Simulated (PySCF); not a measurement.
Species: C4H10Se.
Z-matrix (Å and degrees, PBE0-D3(BJ)/def2-SVP geometry), rows numbered from 1:
```
C 
Se  1  1.9400
C   2  1.9693  1   98.09
C   3  1.5180  2  112.21  1   -66.26
C   3  1.5199  2  107.58  1   169.55
H   1  1.0991  2  110.52  3   -54.95
H   1  1.0985  2  111.65  3    67.95
H   1  1.0984  2  106.92  3  -173.18
H   3  1.1027  2  105.27  1    53.17
H   4  1.1033  3  110.27  2   179.00
H   4  1.0999  3  112.13  2    59.33
H   4  1.1010  3  110.79  2   -61.25
H   5  1.1021  3  111.08  2    62.17
H   5  1.0999  3  111.68  2   -58.59
H   5  1.1017  3  110.17  2  -178.82
```

All values: wB97X-D/def2-SVPD (PySCF, non-relativistic), on one gas-phase PBE0-D3(BJ)/def2-SVP geometry that isn't relaxed in the solvent. The solvent is an IEF-PCM continuum (cavity from Bondi-type radii × 1.2), and excitations are vertical TDDFT with non-equilibrium linear response and a frozen core. Only the electrostatic response of the medium enters. Spin–orbit coupling is left out although an atom past zinc is present.

Gas-phase singlets (H = HOMO, L = LUMO):

```json
{"state": "S1", "E (eV)": "4.790", "λ (nm)": "259", "f": "0.000", "leading configuration": "H→L 80%"}
{"state": "S2", "E (eV)": "5.838", "λ (nm)": "212", "f": "0.037", "leading configuration": "H→L+1 52%"}
{"state": "S3", "E (eV)": "6.050", "λ (nm)": "205", "f": "0.029", "leading configuration": "H→L+2 48%"}
{"state": "S4", "E (eV)": "6.632", "λ (nm)": "187", "f": "0.042", "leading configuration": "H→L+3 84%"}
{"state": "S5", "E (eV)": "7.011", "λ (nm)": "177", "f": "0.003", "leading configuration": "H→L+4 45%"}
```

Question: How does the list change in dichloromethane (ε = 8.93)?

Answer: 
```json
{"state": "S1", "E (eV)": "4.884", "λ (nm)": "254", "f": "0.000", "leading configuration": "H→L 82%", "change by rank (eV)": "+0.094"}
{"state": "S2", "E (eV)": "5.817", "λ (nm)": "213", "f": "0.067", "leading configuration": "H→L+1 79%", "change by rank (eV)": "-0.021"}
{"state": "S3", "E (eV)": "6.198", "λ (nm)": "200", "f": "0.055", "leading configuration": "H→L+2 72%", "change by rank (eV)": "+0.148"}
{"state": "S4", "E (eV)": "6.711", "λ (nm)": "185", "f": "0.070", "leading configuration": "H→L+3 89%", "change by rank (eV)": "+0.079"}
{"state": "S5", "E (eV)": "7.220", "λ (nm)": "172", "f": "0.003", "leading configuration": "H→L+4 42%", "change by rank (eV)": "+0.209"}
```

Question: How does the list change in acetonitrile (ε = 35.69)?

Answer: 
| state | E (eV) | λ (nm) | f | leading configuration | change by rank (eV) |
| --- | --- | --- | --- | --- | --- |
| S1 | 4.908 | 253 | 0.000 | H→L 82% | +0.118 |
| S2 | 5.821 | 213 | 0.066 | H→L+1 81% | -0.017 |
| S3 | 6.236 | 199 | 0.057 | H→L+2 74% | +0.186 |
| S4 | 6.727 | 184 | 0.070 | H→L+3 89% | +0.095 |
| S5 | 7.258 | 171 | 0.002 | H→L+4 42% | +0.247 |

Question: The ground-state energy changes by -0.138 eV from gas to acetonitrile. By how much does the total energy of gas-phase S1 change?

Answer: E(S1) = E(S0) + excitation energy, so it changes by -0.138 + 0.118 = -0.020 eV: it is lowered less than the ground state, which is what a blue shift means. This is the vertical state, with the slow part of the continuum still set for S0.

Question: How do the frontier levels move from gas to acetonitrile?

Answer: 
```json
{"orbital": "LUMO+2", "gas (eV)": "2.26", "solvent (eV)": "2.35", "change (eV)": "+0.09"}
{"orbital": "LUMO+1", "gas (eV)": "2.13", "solvent (eV)": "2.02", "change (eV)": "-0.11"}
{"orbital": "LUMO", "gas (eV)": "1.78", "solvent (eV)": "1.78", "change (eV)": "0.00"}
{"orbital": "HOMO", "gas (eV)": "-7.82", "solvent (eV)": "-7.99", "change (eV)": "-0.17"}
{"orbital": "HOMO-1", "gas (eV)": "-10.03", "solvent (eV)": "-10.04", "change (eV)": "-0.01"}
{"orbital": "HOMO-2", "gas (eV)": "-11.16", "solvent (eV)": "-11.08", "change (eV)": "+0.08"}
{"orbital": "HOMO-3", "gas (eV)": "-11.76", "solvent (eV)": "-11.60", "change (eV)": "+0.16"}
```

The HOMO–LUMO gap goes from 9.60 to 9.76 eV. Rows go by rank; for LUMO+1 and LUMO+2 the atom shares or the degeneracy differ between the runs, so the row needn't follow one orbital.

The pairwise dispersion term of wB97X-D wasn't added to the energies; at a given geometry it leaves orbitals and properties as they are.
